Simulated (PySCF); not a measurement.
**Correlation energy of C⁺ (carbon, charge +1)**

[He] 2s2 2p1, 2P determinant. Calculation: PySCF 2.14, in cc-pVDZ (3s2p1d, 14 functions); the non-relativistic Hamiltonian (point nucleus). Frozen: 1s2; 3 electrons correlated.

MP2 pair energies summed by pair of shells (mhartree):

```
 pair  energy  share (%)
2s-2s  -25.63       62.1
2s-2p  -15.66       37.9
```

Total MP2 correlation energy: -41.29 mhartree.

Same-spin part -2.39 and opposite-spin part -38.90 mhartree; SCS-MP2 scales them by 1/3 and 6/5 to -47.48 mhartree.

| level | correlation energy (mhartree) |
| --- | --- |
| CCSD | -66.71 |
| (T) | -0.65 |
| CCSD(T) | -67.36 |

Diagnostics: T1 = 0.0084, D1 = 0.0157, largest double amplitude 0.136.

Cost of the coupled-cluster step: 0.15 s of wall time on 1 thread of Neoverse-N1 (shared host), for 3 correlated electrons.

Iterations:

```
CC2 = 0
CCSD nocc = (np.int64(2), np.int64(1)), nmo = (13, 13)
frozen orbitals [[0], [0]]
max_cycle = 100
direct = 0
conv_tol = 1e-08
conv_tol_normt = 1e-06
diis_space = 8
diis_start_cycle = 0
Init t2, MP2 energy = -0.0412920459979057
Init E_corr(UCCSD) = -0.0412920459979463
cycle = 1  E_corr(UCCSD) = -0.0558180189045532  dE = -0.0145259729  norm(t1,t2) = 0.0568086
cycle = 2  E_corr(UCCSD) = -0.0616258766797976  dE = -0.00580785778  norm(t1,t2) = 0.0273391
cycle = 3  E_corr(UCCSD) = -0.0667785054230807  dE = -0.00515262874  norm(t1,t2) = 0.0139291
cycle = 4  E_corr(UCCSD) = -0.0666860259483514  dE = 9.24794747e-05  norm(t1,t2) = 0.00121565
cycle = 5  E_corr(UCCSD) = -0.0667233976290789  dE = -3.73716807e-05  norm(t1,t2) = 0.000177071
cycle = 6  E_corr(UCCSD) = -0.066705500118913  dE = 1.78975102e-05  norm(t1,t2) = 3.87115e-05
cycle = 7  E_corr(UCCSD) = -0.0667115956404194  dE = -6.09552151e-06  norm(t1,t2) = 1.51517e-05
cycle = 8  E_corr(UCCSD) = -0.0667113597021429  dE = 2.35938277e-07  norm(t1,t2) = 1.68686e-06
cycle = 9  E_corr(UCCSD) = -0.0667111261958175  dE = 2.33506325e-07  norm(t1,t2) = 6.07237e-07
cycle = 10  E_corr(UCCSD) = -0.0667111453773186  dE = -1.91815012e-08  norm(t1,t2) = 4.99233e-08
cycle = 11  E_corr(UCCSD) = -0.0667111438745127  dE = 1.50280592e-09  norm(t1,t2) = 1.24508e-08
UCCSD converged
E(UCCSD) = -37.35623902862763  E_corr = -0.06671114387451271
UCCSD(T) correction = -0.000652635389545879
```
